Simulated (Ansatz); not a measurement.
**Molecular dynamics of Cl$_{2}$GaH**

Input:

```yaml
crystal:
  periodic: [false, false, false]
  atoms:
    - { symbol: Ga, position_ang: [-0.302132, 0.0, 0.511893] }
    - { symbol: H, position_ang: [0.998205, 0.0, 1.476224] }
    - { symbol: Cl, position_ang: [2.171501, 0.0, 0.095744] }
    - { symbol: Cl, position_ang: [-1.490074, 0.0, -1.28866] }
basis:
  gaussian: { orbitals: def2-SVP }
hamiltonian:
  xc: b3lyp
md:
  timestep: 0.5
  n_steps: 200
  ensemble: nve
  temperature: 100.0
  initial_velocities: maxwell_boltzmann
  seed: 9848
```

Run as:

```bash
$ ansatz run input.yaml --threads 1 --pin off --max-ram 2048MiB --backend cpu --events-out ev --progress --plain --runs-dir out
```

It starts at the highest image of a converged band. Of that band: Neighbouring images differ by up to 1.4 eV, so the band resolves the path poorly. A vibrational analysis at the climbing image gives one clearly imaginary mode, 1032i cm⁻¹: a first-order saddle point.

Output, in part (one step line in 3, the closing report, with atoms numbered from 0):

```
md step     0: t =     0.00 fs  T =   100.0 K  F+E_penalty+E_count = -77427.85217762 eV  E_kin = 0.025852 eV  conserved = -77427.82632562 eV  (28 SCF iters)
md step     3: t =     1.50 fs  T =    98.2 K  F+E_penalty+E_count = -77427.85169775 eV  E_kin = 0.025377 eV  conserved = -77427.82632118 eV  (22 SCF iters)
md step     6: t =     3.00 fs  T =    94.6 K  F+E_penalty+E_count = -77427.85076527 eV  E_kin = 0.024451 eV  conserved = -77427.82631448 eV  (22 SCF iters)
md step     9: t =     4.50 fs  T =    92.9 K  F+E_penalty+E_count = -77427.85031711 eV  E_kin = 0.024009 eV  conserved = -77427.82630804 eV  (24 SCF iters)
md step    12: t =     6.00 fs  T =    96.5 K  F+E_penalty+E_count = -77427.85125194 eV  E_kin = 0.024947 eV  conserved = -77427.82630445 eV  (25 SCF iters)
md step    15: t =     7.50 fs  T =   107.6 K  F+E_penalty+E_count = -77427.85412370 eV  E_kin = 0.027823 eV  conserved = -77427.82630083 eV  (25 SCF iters)
md step    18: t =     9.00 fs  T =   128.7 K  F+E_penalty+E_count = -77427.85955260 eV  E_kin = 0.033263 eV  conserved = -77427.82628984 eV  (25 SCF iters)
md step    21: t =    10.50 fs  T =   166.2 K  F+E_penalty+E_count = -77427.86922885 eV  E_kin = 0.042965 eV  conserved = -77427.82626415 eV  (25 SCF iters)
md step    24: t =    12.00 fs  T =   235.0 K  F+E_penalty+E_count = -77427.88696758 eV  E_kin = 0.060748 eV  conserved = -77427.82621920 eV  (25 SCF iters)
md step    27: t =    13.50 fs  T =   360.7 K  F+E_penalty+E_count = -77427.91939585 eV  E_kin = 0.093242 eV  conserved = -77427.82615422 eV  (31 SCF iters)
md step    30: t =    15.00 fs  T =   580.6 K  F+E_penalty+E_count = -77427.97615918 eV  E_kin = 0.150086 eV  conserved = -77427.82607303 eV  (30 SCF iters)
md step    33: t =    16.50 fs  T =   942.1 K  F+E_penalty+E_count = -77428.06954136 eV  E_kin = 0.243553 eV  conserved = -77427.82598817 eV  (30 SCF iters)
md step    36: t =    18.00 fs  T =  1496.8 K  F+E_penalty+E_count = -77428.21289489 eV  E_kin = 0.386960 eV  conserved = -77427.82593493 eV  (30 SCF iters)
md step    39: t =    19.50 fs  T =  2282.4 K  F+E_penalty+E_count = -77428.41603968 eV  E_kin = 0.590046 eV  conserved = -77427.82599408 eV  (29 SCF iters)
md step    42: t =    21.00 fs  T =  3283.2 K  F+E_penalty+E_count = -77428.67505449 eV  E_kin = 0.848777 eV  conserved = -77427.82627762 eV  (29 SCF iters)
md step    45: t =    22.50 fs  T =  4382.1 K  F+E_penalty+E_count = -77428.95963838 eV  E_kin = 1.132849 eV  conserved = -77427.82678942 eV  (29 SCF iters)
md step    48: t =    24.00 fs  T =  5367.3 K  F+E_penalty+E_count = -77429.21485698 eV  E_kin = 1.387564 eV  conserved = -77427.82729278 eV  (29 SCF iters)
md step    51: t =    25.50 fs  T =  6042.2 K  F+E_penalty+E_count = -77429.38953799 eV  E_kin = 1.562021 eV  conserved = -77427.82751741 eV  (28 SCF iters)
md step    54: t =    27.00 fs  T =  6341.5 K  F+E_penalty+E_count = -77429.46682889 eV  E_kin = 1.639395 eV  conserved = -77427.82743359 eV  (25 SCF iters)
md step    57: t =    28.50 fs  T =  6340.1 K  F+E_penalty+E_count = -77429.46625820 eV  E_kin = 1.639048 eV  conserved = -77427.82720991 eV  (27 SCF iters)
md step    60: t =    30.00 fs  T =  6172.2 K  F+E_penalty+E_count = -77429.42265005 eV  E_kin = 1.595645 eV  conserved = -77427.82700548 eV  (27 SCF iters)
md step    63: t =    31.50 fs  T =  5954.0 K  F+E_penalty+E_count = -77429.36611892 eV  E_kin = 1.539229 eV  conserved = -77427.82689030 eV  (27 SCF iters)
md step    66: t =    33.00 fs  T =  5749.5 K  F+E_penalty+E_count = -77429.31323476 eV  E_kin = 1.486361 eV  conserved = -77427.82687420 eV  (27 SCF iters)
md step    69: t =    34.50 fs  T =  5565.6 K  F+E_penalty+E_count = -77429.26576822 eV  E_kin = 1.438817 eV  conserved = -77427.82695128 eV  (27 SCF iters)
md step    72: t =    36.00 fs  T =  5356.5 K  F+E_penalty+E_count = -77429.21186171 eV  E_kin = 1.384756 eV  conserved = -77427.82710555 eV  (27 SCF iters)
md step    75: t =    37.50 fs  T =  5032.2 K  F+E_penalty+E_count = -77429.12823255 eV  E_kin = 1.300935 eV  conserved = -77427.82729764 eV  (27 SCF iters)
md step    78: t =    39.00 fs  T =  4481.3 K  F+E_penalty+E_count = -77428.98592415 eV  E_kin = 1.158503 eV  conserved = -77427.82742152 eV  (27 SCF iters)
md step    81: t =    40.50 fs  T =  3632.2 K  F+E_penalty+E_count = -77428.76623510 eV  E_kin = 0.938998 eV  conserved = -77427.82723703 eV  (27 SCF iters)
md step    84: t =    42.00 fs  T =  2588.4 K  F+E_penalty+E_count = -77428.49562609 eV  E_kin = 0.669159 eV  conserved = -77427.82646724 eV  (27 SCF iters)
md step    87: t =    43.50 fs  T =  1745.5 K  F+E_penalty+E_count = -77428.27681865 eV  E_kin = 0.451236 eV  conserved = -77427.82558248 eV  (27 SCF iters)
md step    90: t =    45.00 fs  T =  1527.4 K  F+E_penalty+E_count = -77428.22057505 eV  E_kin = 0.394869 eV  conserved = -77427.82570615 eV  (28 SCF iters)
md step    93: t =    46.50 fs  T =  1885.6 K  F+E_penalty+E_count = -77428.31395813 eV  E_kin = 0.487463 eV  conserved = -77427.82649529 eV  (28 SCF iters)
md step    96: t =    48.00 fs  T =  2434.6 K  F+E_penalty+E_count = -77428.45627329 eV  E_kin = 0.629381 eV  conserved = -77427.82689230 eV  (27 SCF iters)
md step    99: t =    49.50 fs  T =  2945.7 K  F+E_penalty+E_count = -77428.58840190 eV  E_kin = 0.761529 eV  conserved = -77427.82687318 eV  (27 SCF iters)
md step   102: t =    51.00 fs  T =  3415.9 K  F+E_penalty+E_count = -77428.70986153 eV  E_kin = 0.883068 eV  conserved = -77427.82679350 eV  (27 SCF iters)
md step   105: t =    52.50 fs  T =  3899.6 K  F+E_penalty+E_count = -77428.83490082 eV  E_kin = 1.008125 eV  conserved = -77427.82677588 eV  (27 SCF iters)
md step   108: t =    54.00 fs  T =  4424.5 K  F+E_penalty+E_count = -77428.97064222 eV  E_kin = 1.143826 eV  conserved = -77427.82681575 eV  (27 SCF iters)
md step   111: t =    55.50 fs  T =  4980.7 K  F+E_penalty+E_count = -77429.11451958 eV  E_kin = 1.287607 eV  conserved = -77427.82691260 eV  (27 SCF iters)
md step   114: t =    57.00 fs  T =  5520.5 K  F+E_penalty+E_count = -77429.25422648 eV  E_kin = 1.427169 eV  conserved = -77427.82705751 eV  (27 SCF iters)
md step   117: t =    58.50 fs  T =  5964.1 K  F+E_penalty+E_count = -77429.36905098 eV  E_kin = 1.541837 eV  conserved = -77427.82721387 eV  (24 SCF iters)
md step   120: t =    60.00 fs  T =  6218.1 K  F+E_penalty+E_count = -77429.43483677 eV  E_kin = 1.607513 eV  conserved = -77427.82732420 eV  (23 SCF iters)
md step   123: t =    61.50 fs  T =  6207.3 K  F+E_penalty+E_count = -77429.43204660 eV  E_kin = 1.604708 eV  conserved = -77427.82733836 eV  (25 SCF iters)
md step   126: t =    63.00 fs  T =  5903.4 K  F+E_penalty+E_count = -77429.35339140 eV  E_kin = 1.526151 eV  conserved = -77427.82724069 eV  (25 SCF iters)
md step   129: t =    64.50 fs  T =  5339.9 K  F+E_penalty+E_count = -77429.20751771 eV  E_kin = 1.380476 eV  conserved = -77427.82704150 eV  (25 SCF iters)
md step   132: t =    66.00 fs  T =  4609.0 K  F+E_penalty+E_count = -77429.01827574 eV  E_kin = 1.191511 eV  conserved = -77427.82676441 eV  (26 SCF iters)
md step   135: t =    67.50 fs  T =  3845.4 K  F+E_penalty+E_count = -77428.82057932 eV  E_kin = 0.994115 eV  conserved = -77427.82646387 eV  (26 SCF iters)
md step   138: t =    69.00 fs  T =  3194.3 K  F+E_penalty+E_count = -77428.65202912 eV  E_kin = 0.825803 eV  conserved = -77427.82622594 eV  (28 SCF iters)
md step   141: t =    70.50 fs  T =  2766.3 K  F+E_penalty+E_count = -77428.54127411 eV  E_kin = 0.715148 eV  conserved = -77427.82612638 eV  (27 SCF iters)
md step   144: t =    72.00 fs  T =  2602.1 K  F+E_penalty+E_count = -77428.49885860 eV  E_kin = 0.672689 eV  conserved = -77427.82616934 eV  (29 SCF iters)
md step   147: t =    73.50 fs  T =  2672.7 K  F+E_penalty+E_count = -77428.51723461 eV  E_kin = 0.690958 eV  conserved = -77427.82627643 eV  (29 SCF iters)
md step   150: t =    75.00 fs  T =  2924.2 K  F+E_penalty+E_count = -77428.58225615 eV  E_kin = 0.755956 eV  conserved = -77427.82629998 eV  (28 SCF iters)
md step   153: t =    76.50 fs  T =  3344.7 K  F+E_penalty+E_count = -77428.69088891 eV  E_kin = 0.864684 eV  conserved = -77427.82620533 eV  (26 SCF iters)
md step   156: t =    78.00 fs  T =  3966.7 K  F+E_penalty+E_count = -77428.85176738 eV  E_kin = 1.025472 eV  conserved = -77427.82629545 eV  (27 SCF iters)
md step   159: t =    79.50 fs  T =  4725.4 K  F+E_penalty+E_count = -77429.04840958 eV  E_kin = 1.221610 eV  conserved = -77427.82679976 eV  (28 SCF iters)
md step   162: t =    81.00 fs  T =  5381.2 K  F+E_penalty+E_count = -77429.21844910 eV  E_kin = 1.391154 eV  conserved = -77427.82729477 eV  (29 SCF iters)
md step   165: t =    82.50 fs  T =  5713.2 K  F+E_penalty+E_count = -77429.30434018 eV  E_kin = 1.476969 eV  conserved = -77427.82737144 eV  (29 SCF iters)
md step   168: t =    84.00 fs  T =  5702.8 K  F+E_penalty+E_count = -77429.30142095 eV  E_kin = 1.474279 eV  conserved = -77427.82714204 eV  (27 SCF iters)
md step   171: t =    85.50 fs  T =  5483.9 K  F+E_penalty+E_count = -77429.24455828 eV  E_kin = 1.417687 eV  conserved = -77427.82687134 eV  (27 SCF iters)
md step   174: t =    87.00 fs  T =  5211.2 K  F+E_penalty+E_count = -77429.17389095 eV  E_kin = 1.347195 eV  conserved = -77427.82669589 eV  (26 SCF iters)
md step   177: t =    88.50 fs  T =  4985.3 K  F+E_penalty+E_count = -77429.11543537 eV  E_kin = 1.288787 eV  conserved = -77427.82664815 eV  (27 SCF iters)
md step   180: t =    90.00 fs  T =  4831.7 K  F+E_penalty+E_count = -77429.07582180 eV  E_kin = 1.249095 eV  conserved = -77427.82672682 eV  (27 SCF iters)
md step   183: t =    91.50 fs  T =  4701.8 K  F+E_penalty+E_count = -77429.04242003 eV  E_kin = 1.215509 eV  conserved = -77427.82691068 eV  (27 SCF iters)
md step   186: t =    93.00 fs  T =  4484.8 K  F+E_penalty+E_count = -77428.98653676 eV  E_kin = 1.159414 eV  conserved = -77427.82712308 eV  (27 SCF iters)
md step   189: t =    94.50 fs  T =  4052.2 K  F+E_penalty+E_count = -77428.87474968 eV  E_kin = 1.047572 eV  conserved = -77427.82717721 eV  (27 SCF iters)
md step   192: t =    96.00 fs  T =  3353.1 K  F+E_penalty+E_count = -77428.69373157 eV  E_kin = 0.866851 eV  conserved = -77427.82688046 eV  (27 SCF iters)
md step   195: t =    97.50 fs  T =  2506.2 K  F+E_penalty+E_count = -77428.47426344 eV  E_kin = 0.647900 eV  conserved = -77427.82636312 eV  (28 SCF iters)
md step   198: t =    99.00 fs  T =  1742.3 K  F+E_penalty+E_count = -77428.27647867 eV  E_kin = 0.450427 eV  conserved = -77427.82605195 eV  (28 SCF iters)
md step   200: t =   100.00 fs  T =  1362.0 K  F+E_penalty+E_count = -77428.17812984 eV  E_kin = 0.352094 eV  conserved = -77427.82603630 eV  (25 SCF iters)
Total energy: -77428.17834590 eV, -2845.4330715077 hartree
Atom 0 at    -0.319631    -0.004505     0.589241 Å, force     2.745842     0.064304    -0.775794 eV/Å
Atom 1 at    -1.727461     0.005423     1.204117 Å, force     0.266214     0.008963     1.714727 eV/Å
Atom 2 at     2.116881     0.029420    -0.098602 Å, force    -2.520818    -0.039486     1.240263 eV/Å
Atom 3 at    -1.323534    -0.020714    -1.238705 Å, force    -0.491238    -0.033781    -2.179196 eV/Å
Dipole moment:    -0.318557    -0.007634     0.560185 e Å
```

All steps were run. The conserved energy stayed within 0.3 meV per atom of its start (net change 0.072 meV per atom), so the integration is sound. The kinetic energy rose, since the run started high on the potential surface and went downhill. A run of 0.1 ps of so small a system gives no equilibrium averages. The orbitals stay closed-shell, which can raise the energy where a bond breaks towards radicals; this wasn't checked here.

Between its relaxed ends the band would form H2–Cl3 and break Ga1–H2, Ga1–Cl3. These pairs go: H2–Cl3 1.81 → 4.06 Å, Ga1–H2 1.62 → 1.54 Å, Ga1–Cl3 2.51 → 2.53 Å. In the last frame they stand as before the step (other bonds may differ from the relaxed reactants and products). It ends as one piece, Cl2GaH. Pairs count as bonded within 1.25 times the sum of covalent radii (0.12 Å more for H–H).

Last frame:

```xyz
4
Properties=species:S:1:pos:R:3
Ga -0.320 -0.004 0.589
H -1.728 0.005 1.204
Cl 2.117 0.029 -0.099
Cl -1.323 -0.021 -1.239
```

Run time: 9.3 min on 1 thread of Arm Neoverse V1, with other jobs on the host, peak memory 0.14 GiB.
